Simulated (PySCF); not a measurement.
Nuclear quadrupole coupling in `C[C@]1(F)CCS(=O)(=O)O1`

Species: C4H7FO3S.
Z-matrix (Å and degrees, GFN2-xTB geometry), rows numbered from 1:
```
C 
C   1  1.5199
F   2  1.3968  1  107.90
C   2  1.5399  1  114.51  3  -118.11
C   4  1.5090  2  104.75  1  -165.68
S   5  1.8164  4   99.60  2    42.29
O   6  1.4208  5  113.96  4  -145.20
O   6  1.4258  5  109.54  4    79.63
O   2  1.3772  1  111.51  3   117.34
H   1  1.0853  2  109.35  3  -177.49
H   1  1.0866  2  109.64  3    61.51
H   1  1.0866  2  108.90  3   -58.16
H   4  1.0896  2  109.71  1    72.14
H   4  1.0901  2  108.57  1   -48.20
H   5  1.0826  4  114.51  2   157.96
H   5  1.0856  4  113.26  2   -72.02
```

Field gradients from the PBE0/pcSseg-1 density (PySCF, non-relativistic), principal values in atomic units, ordered |Vxx| ≤ |Vyy| ≤ |Vzz|:

```
atom      Vxx      Vyy     Vzz
  S6  -0.4593  -0.5768  1.0361
  O7  -0.4616  -0.8344  1.2960
  O8  -0.5337  -0.7492  1.2829
  O9  -0.0675  -1.6562  1.7237
```

Find the asymmetry η = (Vxx − Vyy)/Vzz and the couplings χ = eQV/h (234.96 MHz × Q in barn × V in au), with Q(33S) = −0.0678 b, Q(17O) = −0.0256 b.

| atom | environment | nucleus | η | χzz (MHz) | χxx (MHz) | χyy (MHz) |
| --- | --- | --- | --- | --- | --- | --- |
| S6 | sulfonyl sulfur | 33S | 0.11 | -16.51 | 7.32 | 9.19 |
| O7 | sulfonyl oxygen | 17O | 0.29 | -7.80 | 2.78 | 5.02 |
| O8 | sulfonyl oxygen | 17O | 0.17 | -7.72 | 3.21 | 4.51 |
| O9 | oxygen bonded to C and S | 17O | 0.92 | -10.37 | 0.41 | 9.96 |

At O9 η is above 0.9: Vyy and Vzz are nearly equal in size and opposite in sign, so a small change could swap them and flip the sign of χzz. 

What is Vzz at O7 in SI units (1 au = 9.71736 × 10²¹ V/m²)?

1.2960 au = 12.594 × 10²¹ V/m².

And the gradient at the other heavy atoms, for which no coupling is worked out here?

```tsv
atom	environment	Vzz (au)	η
C1	methyl carbon	0.118	0.17
C2	sp3 C–F carbon	-0.474	0.84
F3	alkyl fluorine	2.914	0.04
C4	ring CH2 carbon	-0.105	0.85
C5	sp3 carbon bound to sulfur	0.253	0.40
```

What couplings would deuterons (Q(2H) = 0.00286 b) have in place of the hydrogens, at this geometry?

```
atom  bonded to  bond length (Å)  Vzz (au)     η  χzz (kHz)
 H10         C1            1.085    0.3135  0.04        211
 H11         C1            1.087    0.3126  0.04        210
 H12         C1            1.087    0.3120  0.03        210
 H13         C4            1.090    0.3047  0.03        205
 H14         C4            1.090    0.2975  0.02        200
 H15         C5            1.083    0.3152  0.03        212
 H16         C5            1.086    0.3059  0.03        206
```

Geometry: GFN2-xTB, one conformer, isolated molecule. GFN2-xTB bond lengths can be off by several hundredths of an ångström, more for odd bonds, and the gradients follow them. A larger basis could move these couplings by a tenth or more.
